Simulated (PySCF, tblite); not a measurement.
Isomers of C2H11ClO2Si3, one GFN2-xTB conformer each. Single-point energies are computed at PBE0/pcSseg-1 (PySCF, gas phase, no added dispersion term), electronic only.

Task: Rank them by PBE0/pcSseg-1 energy, lowest first (kcal/mol).
A. `[CH3:1][CH2:2][O:3][Si@H:4]([OH:5])[SiH2:6][SiH2:7][Cl:8]` with C1–C2–O3–Si4 -67°, C2–O3–Si4–O5 -48°, O3–Si4–O5–H -69°, O3–Si4–Si6–Si7 79°, Si4–Si6–Si7–Cl8 24°
B. `[OH:1][SiH2:2][CH2:3][O:4][Si@@H:5]([Cl:6])[CH2:7][SiH3:8]` with H–O1–Si2–C3 -43°, O1–Si2–C3–O4 67°, Si2–C3–O4–Si5 -93°, C3–O4–Si5–Cl6 65°, O4–Si5–C7–Si8 66°

Result: B (0.0), A (1.2).

As drawn, the lower has an Si–C bond, which the higher lacks; the higher has an Si–Si bond, which the lower lacks. Neighbours under 2.5 kcal/mol apart (O[SiH2]CO[Si@@H](Cl)C[SiH3] and CCO[Si@H](O)[SiH2][SiH2]Cl) can change places with a better method, another conformer or zero-point energy. GFN2-xTB itself gives, in the same order: 0.0, 4.1. Both levels put the same isomer lowest.

Task: Which frontier levels, dipoles and rotational constants go with these structures?

Result: 
| SMILES | HOMO (eV, PBE0/pcSseg-1) | LUMO (eV) | dipole (D) | A, B, C (MHz) |
| --- | --- | --- | --- | --- |
| O[SiH2]CO[Si@@H](Cl)C[SiH3] | -7.84 | 0.45 | 2.13 | 1557, 541.8, 428.2 |
| CCO[Si@H](O)[SiH2][SiH2]Cl | -7.93 | -1.03 | 1.53 | 1548, 524.0, 475.9 |

Task: What happens when harmonic zero-point energies from GFN2-xTB frequencies are added?

Result: 
```tsv
SMILES	ZPE (kcal/mol)	electronic (kcal/mol)	with ZPE (kcal/mol)
O[SiH2]CO[Si@@H](Cl)C[SiH3]	77.0	0.0	0.0
CCO[Si@H](O)[SiH2][SiH2]Cl	79.0	1.2	3.3
```

The zero-point energies span 2.0 kcal/mol. The order is unchanged.

Task: As an exercise, what shares would exp(−E/RT) give at 298.15 K from these electronic energies alone (no entropy, no degeneracies)?

Result: RT = 0.592 kcal/mol: O[SiH2]CO[Si@@H](Cl)C[SiH3] 88.3 %, CCO[Si@H](O)[SiH2][SiH2]Cl 11.7 %.
